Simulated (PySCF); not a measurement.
```xyz
6
charge 0 multiplicity 1, angstrom
Rh    0.0000    0.0000   -0.0478
F     0.0000    0.0000    1.7292
F     1.8154   -0.0324   -0.3692
F    -0.0324    1.8154   -0.3692
F    -1.8154    0.0324   -0.3692
F     0.0324   -1.8154   -0.3692
```

Method: PBE0/[Rh def2-SVP with ECP28, F def2-SVP], scalar-relativistic core potentials, density fitting, no spin–orbit coupling, PySCF.

This geometry of RhF5 is a stationary point at this level.

**Question.** What is the point group?

**Answer.** C2v.

**Question.** Is it a minimum?

**Answer.** No: it has 1 imaginary mode, at 154i cm⁻¹ (a2).

**Question.** Which band is strongest in the infrared?

**Answer.** 641 cm⁻¹ (b2), 113 km/mol.

**Question.** What are the dipole moment and the gap between the highest occupied and lowest empty levels?

**Answer.** 0.07 D and 2.02 eV.

Stability towards spin polarisation was not tested. This need not be the most stable arrangement of these atoms.
